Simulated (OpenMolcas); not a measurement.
# Pt2+: effect of the basis set

```yaml
Program: OpenMolcas
Method: "SS-CASPT2, IPEA 0.25 Eh, imaginary shift 0.1 Eh (closed shells correlated: 5s 5p)"
Active_space: 8 electrons in 6 orbitals (5d 6s)
State_averaging: 2S+1 = 3 even, 60 roots; 2S+1 = 5 even, 15 roots kept (CI in the orbitals of an earlier block); 2S+1 = 1 even, 55 roots kept (CI in the orbitals of an earlier block)
Spin-orbit_coupling: RASSI with atomic mean-field integrals over the reference wave functions, term energies averaged over their components
```

A. ANO-R1 [7s5p4d2f], X2C, finite nucleus; CASPT2 step about 40 core-seconds
B. ANO-RCC-VDZP [7s6p4d2f], DKH2, point nucleus; CASPT2 step roughly 26 core-seconds
C. ANO-R2 [8s6p5d3f1g], X2C, finite nucleus; CASPT2 step about 2.9 core-minutes
D. ANO-RCC-VTZP [8s7p5d3f1g], DKH2, point nucleus; CASPT2 step roughly 80 core-seconds
E. ANO-RCC-VQZP [9s8p6d4f2g1h], DKH2, point nucleus; CASPT2 step roughly 90 core-seconds
F. ANO-R3 [9s7p6d4f2g2h], X2C, finite nucleus; CASPT2 step roughly 2.1 core-minutes

Energies in cm⁻¹ above 5d⁸ ³F₄, the measured ground level; measured values from NIST levels as listed in McCann et al., Mon. Not. R. Astron. Soc. 538, 537 (2025).

| Level | A | B | C | D | E | F | Measured |
| --- | --- | --- | --- | --- | --- | --- | --- |
| 5d⁸ ³F₄ | 0.0 | 0.0 | 0.0 | 0.0 | 0.0 | 0.0 | 0.0 |
| 5d⁸ ³F₃ | 10740 | 10890 | 10290 | 10320 | 10380 | 10470 | 9752 |
| 5d⁸ ³P₀ | 16760 | 16860 | 15180 | 15400 | 15530 | 15380 | 14939 |
| 5d⁸ ³P₁ | 18870 | 18970 | 16780 | 17050 | 17280 | 17140 | 16782 |
| 5d⁷ 6s ⁵F₅ | 21710 | 19570 | 19290 | 19890 | 20420 | 20050 | 21837 |
| 5d⁸ ¹G₄ | 23540 | 23320 | 21730 | 21920 | 21960 | 21700 | 21331 |
| 5d⁷ 6s ⁵F₄ [69 %] | 27980 | 26080 | 25400 | 25900 | 26440 | 26100 |  |
| 5d⁷ 6s ⁵F₃ | 32560 | 30560 | 29680 | 30310 | 30890 | 30560 |  |
| 5d⁷ 6s ⁵F₂ [68 %] | 34440 | 32510 | 31670 | 32260 | 32810 | 32470 |  |
| 5d⁷ 6s ⁵F₁ [62 %] | 35460 | 33490 | 32650 | 33230 | 33760 | 33390 |  |
| 5d⁷ 6s ³F₄(1) [58 %] | 37260 | 35100 | 34380 | 34500 | 35050 | 34630 |  |
| 5d⁷ 6s ⁵P₃ [71 %] | 38370 | 36380 | 34680 | 35360 | 35960 | 35460 |  |
| 5d⁷ 6s ⁵P₁ [53 %] | 42490 | 40570 | 38850 | 39430 | 40020 | 39570 |  |
| 5d⁷ 6s ³G₅ [64 %] | 43810 | 41710 | 40690 | 41220 | 41570 | 41020 |  |
| 5d⁷ 6s ³F₃(1) [59 %] | 44160 | 42040 | 40870 | 41060 | 41650 | 41180 |  |
| 5d⁷ 6s ³H₆ | 50350 | 48240 | 46690 | 47250 | 47530 | 46950 |  |
| 5d⁷ 6s ³G₃ | 51350 | 49350 | 47920 | 48440 | 48830 | 48300 |  |
| 5d⁷ 6s ³H₅ [59 %] | 53360 | 51210 | 49650 | 50080 | 50390 | 49810 |  |
| 5d⁷ 6s ³D₃(1) [58 %] | 55460 | 53570 | 52010 | 52460 | 52990 | 52550 |  |
| 5d⁷ 6s ³F₂(2) [72 %] | 61060 | 59110 | 56400 | 56930 | 57280 | 56730 |  |
| 5d⁷ 6s ³F₃(2) [71 %] | 61950 | 59990 | 57160 | 57680 | 58020 | 57450 |  |
| 5d⁷ 6s ³P₀(1) [69 %] | 63670 | 61770 | 59640 | 60040 | 60550 | 60100 |  |
| 5d⁷ 6s ¹H₅ [63 %] | 63820 | 61740 | 59760 | 60090 | 60460 | 59940 |  |
| 5d⁷ 6s ³F₄(2) [66 %] | 67590 | 65570 | 62610 | 63160 | 63540 | 63020 |  |

Deviations, from unrounded energies. A percentage is the sum of absolute deviations over the sum of measured energies, with the sign that they share, or ± where signs differ.

| Against measurement | Levels | A | B | C | D | E | F |
| --- | --- | --- | --- | --- | --- | --- | --- |
| mean absolute deviation (cm-1) | 5 | 1400 | 1900 | 740 | 770 | 750 | 730 |
| fine structure of the ground term (%) | 1 | +10.2 | +11.6 | +5.5 | +5.9 | +6.5 | +7.3 |
| other terms of the ground configuration (%) | 3 | +11.5 | +11.5 | ±1.2 | +2.5 | +3.2 | +2.2 |
| other configurations (%) | 1 | -0.6 | -10.4 | -11.7 | -8.9 | -6.5 | -8.2 |

C, D, E, F lie about equally close to measurement and B furthest from it. The largest miss of F in the table is 5d⁷ 6s ⁵F₅, by -1800 cm-1. The ranking rests on the paired levels alone, and a cruder setting can come out closer through cancelling errors.

The two smallest mean deviations differ by little beside CASPT2's spread within terms, so their order carries little weight.

Among A to F the level of the table that moves most is 5d⁷ 6s ³F₄(2) [66 %], by 5000 cm-1 (lowest in C, highest in A). Moves below CASPT2's spread within the term are not significant.

CASPT2 does not keep the components of a term degenerate, so their means are used; among the terms shown or strongly mixed into the levels shown the widest spread is 690 cm-1 (5d⁷ 6s ⁵F, E). Terms from blocks run as CI alone lack orbitals of their own. A single d shell beside an s shell can misplace configurations of different d count against each other. The CASPT2 spread within a term exceeds the gap to the next term for 5d⁷ 6s ³P(1) and 5d⁷ 6s ³D(1), so the order of their levels is uncertain (holds for E). Measured partners are found by configuration, term and J. A level has none where our copy of the source lacks it or the pairing is in doubt (some pairs that miss far off the trend of their configuration count as doubtful), and it then counts in no deviation. Levels of configurations outside the active space are missing. The table leaves out levels that lie high or whose names do not pair safely across all columns.

A share in square brackets marks a mixed level and gives the weight of the term that names it, the lowest over the columns. A number in round brackets counts repeated terms of one configuration in the order of the reference energies.
